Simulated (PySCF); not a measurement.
# Computed spin Hamiltonian

C₄H₉P₂Si (doublet state).
Cartesian coordinates in Å at the GFN2-xTB level; atoms count from 1:
```xyz
16
C4H9P2Si angstrom
C      2.3316   -0.7628    1.7471
C      1.9582   -0.7011    0.6115
C      1.4928   -0.5928   -0.7541
C      0.5916    0.6280   -0.9322
Si    -0.9448    0.5247    0.2322
P     -2.5004    1.8740   -0.7215
P     -1.6290   -1.6333    0.0929
H      2.6670   -0.8315    2.7384
H      0.9325   -1.5011   -1.0078
H      2.3589   -0.5330   -1.4212
H      0.2488    0.6783   -1.9686
H      1.1629    1.5366   -0.7361
H     -3.3567    1.8690    0.3652
H     -1.8921    3.0478   -0.3162
H     -2.6711   -1.4997    0.9952
H     -0.7578   -2.0940    1.0638
```

The hyperfine couplings belong to this conformer and change with its torsions.

Identity: `C#CCC[Si](P)P` [radical].

Method: PySCF, UKS B3LYP, pcH-1 on C H P Si, non-relativistic, mean-field spin-orbit, GIAO. Geometry: GFN2-xTB, one conformer, isolated molecule. The geometry wasn't refined by DFT: couplings that depend on bond lengths, twists or pyramidal angles can differ widely from those at the functional's own minimum, by a factor of two or more for some ions and for spin on atoms past the first row. The SCF solution wasn't tested for stability.

| Item | Value |
| --- | --- |
| g1, g2, g3 | 2.00143, 2.00417, 2.00724 |
| g_iso | 2.00428 |
| Form of g | rhombic: the two nearest values differ by 47 % of g3 − g1 |
| ⟨S²⟩ | 0.7527 (exact 0.7500) |
| Basis functions | 295 |

Hyperfine couplings atom by atom, in MHz; T1 to T3 are the principal values of the dipolar part; ρ(0) is the spin density at the nucleus:

```
atom  isotope   a_iso  of which spin–orbit      T1     T2     T3  Mulliken spin population  ρ(0) (bohr⁻³)
  C1      13C     3.1                  0.0    -1.2   -1.1    2.3                      0.01         0.0028
  C2      13C    -0.5                  0.0    -0.8   -0.3    1.1                      0.00        -0.0004
  C3      13C    -1.2                  0.0    -0.6   -0.3    0.9                      0.00        -0.0011
  C4      13C    18.9                  0.0    -4.5   -4.1    8.6                      0.01         0.0168
 Si5     29Si  -508.5                  0.6  -144.4   71.5   72.9                      0.75         0.5729
  P6      31P   -11.0                 -0.4   -55.7  -49.1  104.7                      0.11        -0.0059
  P7      31P   -10.5                 -0.4   -55.3  -48.5  103.8                      0.11        -0.0056
  H8       1H    -0.7                  0.0    -1.2   -0.7    1.9                      0.00        -0.0002
  H9       1H    -0.1                  0.0    -1.6   -1.0    2.6                      0.00         0.0000
 H10       1H     3.7                  0.0    -1.1   -0.7    1.9                      0.00         0.0008
 H11       1H    34.3                  0.0    -3.7    0.4    3.3                      0.01         0.0077
 H12       1H     5.3                  0.0    -4.0   -2.3    6.2                      0.00         0.0012
 H13       1H    13.8                  0.0    -3.7   -0.4    4.1                      0.00         0.0031
 H14       1H    15.9                  0.0    -3.8   -0.4    4.2                      0.00         0.0036
 H15       1H     6.7                  0.0    -3.6   -0.2    3.9                      0.00         0.0015
 H16       1H    22.5                  0.0    -3.9   -0.5    4.4                      0.01         0.0050
```

The Mulliken spin populations are largest on Si5 (+0.75), P6 (+0.11) and P7 (+0.11). No atom but Si5 exceeds +0.15. The angles at Si5 add up to 319.3°, so it is pyramidal.

Under fast tumbling the dipolar parts average out, and these isotropic splittings remain: 2 × 1H (H11/H12, I = 1/2, 3 lines) with 0.71 mT, 4 × 1H (H13/H14/H15/H16, I = 1/2, 5 lines) with 0.52 mT, 2 × 31P (P6/P7, I = 1/2, 3 lines) with 0.38 mT and 2 × 1H (H9/H10, I = 1/2, 3 lines) with 0.06 mT.

Class means assume fast exchange of nuclei equivalent by connectivity; if that motion is slow, each nucleus keeps its own coupling. The 1H value of +19.8 MHz is a mean of couplings from 5.3 to 34.3 MHz in this one geometry, not an average over conformers. The 1H value of +14.7 MHz is a mean of couplings from 6.7 to 22.5 MHz in this one geometry, not an average over conformers.

The 13C coupling of C4 (18.9 MHz) shows only in satellite lines or after enrichment, since that isotope makes up about 1.07 % of natural carbon.

The 29Si coupling of Si5 (-508.5 MHz) shows only in satellite lines or after enrichment, since that isotope makes up about 4.7 % of natural silicon.

Examples of negative spin density at the nucleus (bohr⁻³): P6/P7 (-0.0057) and C3 (-0.0011).

Hardware: one thread of an Arm Neoverse V2, on a shared host. Cost: 88 s wall (with the writing of density and orbital grids), 1.0 GiB resident at most.
